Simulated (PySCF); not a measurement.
# Ionisation energy of Cd⁴⁴⁺ by level of theory

Cd⁴⁴⁺ [He] 2s2 (1S) → Cd⁴⁵⁺ [He] 2s1 (2S), as a difference of total energies. Computed with PySCF 2.14 in an even-tempered Gaussian basis (17 s from 21 bohr⁻², ratio 2.2; 8 p from 32 bohr⁻², ratio 2.4; 5 d from 95 bohr⁻², ratio 2.4; 5 f from 140 bohr⁻², ratio 2.4; 4 g from 210 bohr⁻², ratio 2.4), with no relativity, point nucleus. Correlated levels: nothing frozen; virtual orbitals above 40 to 60 times the deepest correlated orbital energy dropped. The calculations carry no spin-orbit coupling.

```json
{"method": "UHF", "ionisation energy (eV)": "7133.2"}
{"method": "LDA", "ionisation energy (eV)": "7129.8"}
{"method": "r2SCAN", "ionisation energy (eV)": "7131.7"}
{"method": "B3LYP", "ionisation energy (eV)": "7136.6"}
{"method": "M06-L", "ionisation energy (eV)": "7130.8"}
{"method": "MP2 (all electrons)", "ionisation energy (eV)": "7141.6"}
{"method": "SCS-MP2 (all electrons)", "ionisation energy (eV)": "7143.2"}
```

Question: Estimate what PBE gives.

Answer: 7138.2 eV, closest to B3LYP among the rows shown.

Question: Estimate what PBE0 gives.

Answer: 7137.3 eV, closest to B3LYP among the rows shown.

The gap to the reference is mostly relativistic.

For comparison: 7414 ± 7 eV (semi-empirical (NIST evaluation); NIST Atomic Spectra Database, ionization energies).
